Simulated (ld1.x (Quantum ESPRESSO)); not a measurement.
**boron, TM: configuration errors across variants**

ld1.x (Quantum ESPRESSO) 7.5 input, shortened:

```
&input
   title='B', zed=5., rel=0, dft='BLYP', iswitch=3,
   config='[He] 2s2 2p1'
 /
 &inputp
   pseudotype=2, tm=.true., lloc=0,
   nlcc=.true., new_core_ps=.true., rcore=0.60
 /
2
2P  2  1   1.00   0.00  2.20  2.20  0.0
2S  1  0   2.00   0.00  1.15  1.15  0.0
 &test
   configts(1)='2s2 2p1'
 /
```

All-electron excitation energies from the reference (eV): (1) 2s2 2p0 8.175; (2) 2s1 2p0 33.518; (3) 2s2 2p0.5 2.858; (4) 2s1 2p2 5.777; (5) 2s2 2p1.3 -0.717; (6) 2s0 2p3 11.584; (7) 2s1 2p1 14.220.

3 further variants failed, have other tests or another functional or relativity, and are left out.

Errors AE − PS in meV (a dash: test not solved or not reliable):

```csv
change,(1),(2),(3),(4),(5),(6),(7),bound ghosts
base,+26,+95,+3.3,0.0,+0.2,+2.4,-8.8,none
wave 2p (bound): rc 2.20 bohr becomes 2p (bound): rc 1.98 bohr,+17,+67,+2.1,+2.6,+0.1,+12,-2.7,none
core correction Bessel-smoothed model core inside 1.38 bohr,+38,+162,+4.8,+6.2,+0.4,+26,-5.0,none
wave 2s (bound): rc 1.15 bohr becomes 2s (bound): rc 0.70 bohr,+38,+157,+5.0,-0.7,+0.4,-0.2,-3.9,none
local potential the p channel,+22,+85,+2.3,-0.1,0.0,+1.9,-15,none
"all radii but the core radius scaled by about 0.91 (s 1.04, p 2.00 bohr)",+17,+68,+2.2,+3.2,+0.2,+14,-2.3,none
```

Question: Give the same row for: all radii but the core radius scaled by about 1.34 (s 1.54, p 2.96 bohr).

Answer: +90, +270, +13, -16, +1.2, -60, -47; bound ghosts: none.
